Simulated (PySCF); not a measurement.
1,1,1-trifluoroethane (C2H3F3), SMILES CC(F)(F)F. Geometry optimised at PBE-D3(BJ)/def2-SVP.

Level of theory: PBE-D3(BJ)/def2-SVP run with PySCF 2.14.0.

Harmonic wavenumbers (cm⁻¹): 232, 353, 353, 526, 526, 588, 822, 935, 935, 1212, 1212, 1248, 1372, 1406, 1406, 3009, 3116, 3116. Rotational constants (GHz): 5.383, 5.114, 5.114; symmetry number 3.

Work out the zero-point energy and the ideal-gas rigid-rotor harmonic-oscillator thermochemistry at 298.15 K and 1 atm.

ZPE = ½ Σ hcν = ½ × 22369 cm⁻¹ = 133.80 kJ/mol. H − E(el) = 149.07 kJ/mol. Entropy in J/(mol K): translation 164.01, rotation 96.46, vibration 26.88, total 287.36. G − E(el) = 63.39 kJ/mol. Cp = 78.39 J/(mol K).
